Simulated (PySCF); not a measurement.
Calculation: CAM-B3LYP-D3(BJ)/def2-TZVP (PySCF). All species are isolated molecules in the gas phase. One relaxed conformer stands for a flexible species; it need not be the lowest. Delta-SCF ions had no search for a lower state. Excitations are Tamm–Dancoff values on a coarser integration grid. The basis has no diffuse functions, so Rydberg states are missing or too high.

Reference species (SMILES): `[F][Ga]([F])[F]` (neutral, multiplicity 1).

```yaml
S1 excitation (TDA): 7.71 eV
S1–T1 gap (TDA): 0.41 eV
vertical ionisation energy (Delta-SCF): 14.85 eV
T1 excitation (TDA): 7.30 eV
```

Changed species: `[F][Ga]([SH])[SH]` (S–Ga–S–H torsion -180°, S–Ga–S–H torsion -180°) (2 of 3 F replaced by SH; the reference has 0 of 3 F replaced by SH).

Task: What does the change do to the S1 excitation (TDA), S1–T1 gap (TDA), vertical ionisation energy (Delta-SCF) and T1 excitation (TDA)?

Result: the S1 excitation (TDA) decreases by 2.23 eV, to 5.48 eV; the S1–T1 gap (TDA) decreases by 0.04 eV, to 0.37 eV; the vertical ionisation energy (Delta-SCF) falls by 4.66 eV, to 10.19 eV; the T1 excitation (TDA) falls by 2.19 eV, to 5.11 eV.
